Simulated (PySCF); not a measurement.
# `CC(C)(C=O)[SiH2][SiH3]`: 4 charge schemes on one density

Species: C4H12OSi2.
Cartesian coordinates in Å at the GFN2-xTB level; atoms count from 1:
```xyz
19
C4H12OSi2 angstrom
C     -1.0407    0.6638    1.1470
C     -0.7181   -0.2309   -0.0511
C     -1.9542   -0.4480   -0.9100
C     -0.1130   -1.4947    0.4005
O      0.8812   -1.5682    1.0904
Si     0.7538    0.5954   -1.0292
Si     2.6314    0.4755    0.3176
H     -0.1951    0.7138    1.8280
H     -1.2895    1.6715    0.8206
H     -1.8950    0.2636    1.6943
H     -2.7572   -0.9066   -0.3319
H     -2.3166    0.5025   -1.2951
H     -1.7304   -1.0930   -1.7570
H     -0.5850   -2.4211    0.0178
H      0.2050    1.9102   -1.4006
H      0.8204   -0.1462   -2.3000
H      3.5775    1.4800   -0.2013
H      2.3858    0.8448    1.7111
H      3.3300   -0.8030    0.2414
```

Density: PBE0/pcSseg-1 (PySCF); schemes: Mulliken, IAO, Hirshfeld and ESP-fitted. Geometry: GFN2-xTB, one conformer, isolated molecule.

Problem. For which atoms does the sign change between the 4 schemes (beyond +0.03 e in one, beyond −0.03 e in another)?

Solution. C2.

Problem. Do the Mulliken, IAO, Hirshfeld and ESP-fitted schemes agree on where the charge is highest?

Solution. The schemes don't all agree: Mulliken C4 (+0.377); IAO Si6 (+0.438); Hirshfeld Si6 (+0.247); ESP-fitted C2 (+0.325).

Problem. Which atoms carry the lowest charge in the Mulliken, IAO, Hirshfeld and ESP-fitted schemes?

Solution. The schemes don't all agree: Mulliken C2 (-0.814); IAO C3 (-0.418); Hirshfeld O5 (-0.194); ESP-fitted C3 (-0.535).

Problem. Give the atomic charges in each scheme.

Solution. In e:

| atom | environment | Mulliken | IAO | Hirshfeld | ESP-fitted |
| --- | --- | --- | --- | --- | --- |
| C1 | methyl carbon | -0.152 | -0.408 | -0.116 | -0.453 |
| C2 | sp3 carbon bound to silicon | -0.814 | -0.241 | -0.064 | +0.325 |
| C3 | methyl carbon | -0.162 | -0.418 | -0.118 | -0.535 |
| C4 | aldehyde carbon | +0.377 | +0.262 | +0.131 | +0.313 |
| O5 | aldehyde oxygen | -0.388 | -0.412 | -0.194 | -0.442 |
| Si6 | SiH2 silicon | +0.338 | +0.438 | +0.247 | +0.192 |
| Si7 | SiH3 silicon | +0.227 | +0.315 | +0.201 | +0.196 |
| H8 | methyl hydrogen | +0.134 | +0.152 | +0.039 | +0.127 |
| H9 | methyl hydrogen | +0.126 | +0.142 | +0.043 | +0.107 |
| H10 | methyl hydrogen | +0.118 | +0.140 | +0.042 | +0.124 |
| H11 | methyl hydrogen | +0.119 | +0.139 | +0.041 | +0.129 |
| H12 | methyl hydrogen | +0.127 | +0.148 | +0.046 | +0.148 |
| H13 | methyl hydrogen | +0.121 | +0.141 | +0.041 | +0.113 |
| H14 | formyl hydrogen | +0.080 | +0.102 | +0.044 | +0.018 |
| H15 | Si–H hydrogen | -0.043 | -0.100 | -0.073 | -0.077 |
| H16 | Si–H hydrogen | -0.038 | -0.101 | -0.078 | -0.088 |
| H17 | Si–H hydrogen | -0.080 | -0.123 | -0.092 | -0.104 |
| H18 | Si–H hydrogen | -0.047 | -0.092 | -0.069 | -0.051 |
| H19 | Si–H hydrogen | -0.043 | -0.084 | -0.070 | -0.043 |

Mean size of the charges over all atoms: IAO 0.208 e, ESP-fitted 0.189 e, Mulliken 0.186 e, Hirshfeld 0.092 e. Each set sums to the total charge, 0, to within 0.001 e. The IAO scheme counts the electrons in orthogonalised intrinsic atomic orbitals, a minimal basis polarised so that it spans the occupied orbitals exactly. The ESP scheme is a least-squares fit of atom-centred charges to the potential on four shells outside the van der Waals surface, with the total charge fixed.

Problem. How many electrons does the Mulliken scheme count on Si7?

Solution. Z − q = 14 − (+0.227) = 13.773.

Problem. How closely do the schemes follow one another over all atoms?

Solution. Correlation coefficient and root-mean-square difference: IAO with Hirshfeld 0.94, 0.143 e; IAO with ESP-fitted 0.81, 0.150 e; Mulliken with IAO 0.79, 0.163 e; Hirshfeld with ESP-fitted 0.74, 0.175 e; Mulliken with Hirshfeld 0.73, 0.194 e; Mulliken with ESP-fitted 0.34, 0.287 e.

Problem. Sum the charges by element, for elements with more than one atom.

Solution. 
| element | atoms | Mulliken | IAO | Hirshfeld | ESP-fitted |
| --- | --- | --- | --- | --- | --- |
| C | 4 | -0.751 | -0.805 | -0.167 | -0.350 |
| Si | 2 | +0.566 | +0.752 | +0.448 | +0.388 |
| H | 12 | +0.573 | +0.465 | -0.087 | +0.404 |
